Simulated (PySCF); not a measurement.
An unknown is described by computed data only.

Elements present: C, H, N, O and Si. Monoisotopic mass: 177.0461 u.

| Quantity | Value |
| --- | --- |
| Dipole | 0.55 D [PBE0/pcSseg-1] |
| 1H NMR | chemical shifts (computed TMS as zero) by class: 5.14 (3 H), 5.11 (1 H), 5.10 (1 H), 4.95 (1 H), 1.84 (1 H), 1.54 (1 H), 1.25 (1 H), 1.16 (3 H), 0.90 (1 H), 0.79 (1 H), 0.71 (1 H) ppm [GIAO PBE0/pcSseg-1] |
| Rotational structure | rotational constants A, B, C: 1.069, 0.852, 0.597 GHz [GFN2-xTB] |
| NMR, other nuclei | isotropic shieldings of nuclei other than C and H, by class: 230 (1 N), 292 (1 O), 369 (1 Si), 377 (1 Si), 394 (1 Si) ppm [GIAO PBE0/pcSseg-1] |
| 13C NMR | chemical shifts (computed TMS as zero) by class: 32.9 (1 C), 30.9 (1 C), 18.2 (1 C), 16.5 (1 C) ppm [GIAO PBE0/pcSseg-1] |

The electronic properties come from PySCF, for the isolated species, density fitting. Levels stand in brackets. The structure is a single GFN2-xTB conformer in the gas phase; no vibrational or solvent corrections. GFN2-xTB frequencies show an imaginary mode (28i cm⁻¹), so this geometry is no minimum at that level. Each NMR value is the plain mean over a class of atoms that symmetry, rotation or inversion makes alike.

**Question.** Which formula fits the mass and the elements?

**Answer.** C4H15NOSi3 (calculated 177.0461). No other formula that holds each of these elements comes within 0.0003 u with a fitting electron parity and a possible valence count.

**Question.** What is the compound? Reason from the data.

**Answer.** Numbering: `[CH3:1][CH2:2][C@@H:3]1[CH2:4][SiH2:5][NH:6][Si@@H:7]1[O:8][SiH3:9]`. Its formula, C4H15NOSi3, gives 1 degree of unsaturation: 1 ring and 0 π bonds in the structure found. 4 carbons fall into 4 classes; from least to most shielded: chain CH2 carbon [C2] (32.9 ppm), ring sp3 carbon bound to silicon [C3] (30.9 ppm), methyl carbon [C1] (18.2 ppm), ring sp3 carbon bound to silicon [C4] (16.5 ppm). Hydrogen classes from least to most shielded: 3 H on an oxygen-bound silicon, Si9 (5.14 ppm), 1 H on an oxygen-bound silicon, Si7 (5.11 ppm), 1 H on an SiH2 silicon, Si5 (5.10 ppm), 1 H on an SiH2 silicon, Si5 (4.95 ppm), 1 H on a chain CH2 carbon, C2 (1.84 ppm), 1 H on a chain CH2 carbon, C2 (1.54 ppm), 1 H on an sp3 carbon bound to silicon, C4 (1.25 ppm), 3 H on a methyl carbon, C1 (1.16 ppm), 1 H on an sp3 carbon bound to silicon, C4 (0.90 ppm), 1 H on a nitrogen bridging silicon atoms, N6 (0.79 ppm), 1 H on an sp3 carbon bound to silicon, C3 (0.71 ppm). The other shieldings belong to: 230 ppm, nitrogen bridging silicon atoms [N6]; 292 ppm, siloxane oxygen [O8]; 369 ppm, oxygen-bound silicon [Si7]; 377 ppm, SiH2 silicon [Si5]; 394 ppm, oxygen-bound silicon [Si9]. The optimised geometry has point group C1 and is an asymmetric top. Structure: `C(C)[C@@H]1C[SiH2]N[Si@@H]1O[SiH3]`. Computed isomers that give other values at the same levels: `CO[C@@H]1[SiH2]C[SiH2]C[Si@H]1N` (13C chemical shifts (computed TMS as zero) by class: 68.9 (1 C), 63.4 (1 C), -2.2 (1 C), -10.5 (1 C) ppm); `CO[C@@H]1[SiH2]C[SiH2]C[Si@@H]1N` (13C chemical shifts (computed TMS as zero) by class: 66.7 (1 C), 62.4 (1 C), -0.2 (1 C), -12.4 (1 C) ppm); `CN[Si@@H]1C[SiH2]C[Si@H](O)C1` (13C chemical shifts (computed TMS as zero) by class: 30.7 (1 C), 7.2 (1 C), 1.8 (1 C), -4.3 (1 C) ppm). The assignments are read from this structure; whether some other isomer fits the data as well wasn't checked. The mirror image fits equally.
